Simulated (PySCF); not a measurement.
Working out the ionisation energy of Ge

Ge [Ar] 3d10 4s2 4p2 (3P) → Ge+ [Ar] 3d10 4s2 4p1 (2P). Computed with PySCF 2.14 in aug-pcseg-2 (7s6p4d2f, 59 functions), with the non-relativistic Hamiltonian (point nucleus). Frozen: [Ar] 3d10. Energies in hartree (1 hartree = 27.21139 eV):

| part | Ge (lower) | Ge+ (upper) |
| --- | --- | --- |
| UHF | -2075.333035 | -2075.059490 |
| MP2 opposite-spin | -0.041501 | -0.034873 |
| MP2 same-spin | -0.008660 | -0.002513 |

Question: What does Hartree-Fock give?

Answer: (-2075.059490) − (-2075.333035) = 0.273545 hartree = 7.444 eV.

Question: What do MP2 and SCS-MP2 (6/5 opposite-spin, 1/3 same-spin) give?

Answer: The opposite-spin parts differ by 0.180 eV and the same-spin parts by 0.167 eV. MP2: 7.444 + (0.180) + (0.167) = 7.791 eV. SCS-MP2: 7.444 + 1.2 × (0.180) + (0.167)/3 = 7.716 eV.

Measured between the centres of the two terms (NIST): 7.925 eV, so MP2 (valence) is off by -0.134 eV.

The calculation is non-relativistic.

What remains against the reference includes basis incompleteness, the frozen core and correlation beyond second order.
